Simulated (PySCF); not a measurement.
SMILES s1cccc1CF at its GFN2-xTB optimised geometry (Å):

```
12

F      1.6118    -1.9368     0.0000
C      0.2299    -1.9368     0.0000
C     -0.3030    -0.5469     0.0000
C     -0.4126     0.3050    -1.0573
C     -0.9326     1.5665    -0.6957
C     -1.2091     1.6542     0.6301
S     -0.8344     0.2042     1.4681
H     -0.0797    -2.4857     0.8947
H     -0.0737    -2.4777    -0.9035
H     -0.1308     0.0391    -2.0603
H     -1.0943     2.3680    -1.3935
H     -1.6118     2.4857     1.1734
```

Computed with B3LYP/def2-TZVP (PySCF). Cells within 0.4 Å of a nucleus heavier than hydrogen are left out (blank, or x).

Map of the electrostatic potential (hartree/e), clipped to [-0.08, 0.12] on the plane z = 0.0 Å:

```
|233333333333222222222222222|
|233333333333222222222222222|
|233333333333222222222222222|
|223333334333222222222222222|
|222333344443222222222222222|
|222223345665321112222222222|
|222222359999521111122222222|
|222222379999942111112222222|
|222222389999952111111122222|
|222211269999963211111111222|
|222211249999974211111111122|
|222211236999995211111111112|
|222221235999998311111111111|
|222222224899999621000111111|
|222222223899xx9931000011111|
|222222223899xx9952000001111|
|222222223699999986410000111|
|222222223599999999992000111|
|2222222234799xx99xx97000111|
|2222222334799xx99xx98000111|
|222222333469999999993000111|
|222223333457999998620001111|
|222223333345677642100001111|
|222233333334444431100011111|
|222233333333333322111111112|
|222223333333333222211111122|
|222223333333333222222112222|
```
Scale: ten equal steps from -0.045 (start of '0') to 0.120 (end of '9'), in the order '0123456789'; x runs from -4.50 to 4.50, y from -4.50 (bottom) to 4.50 (top).
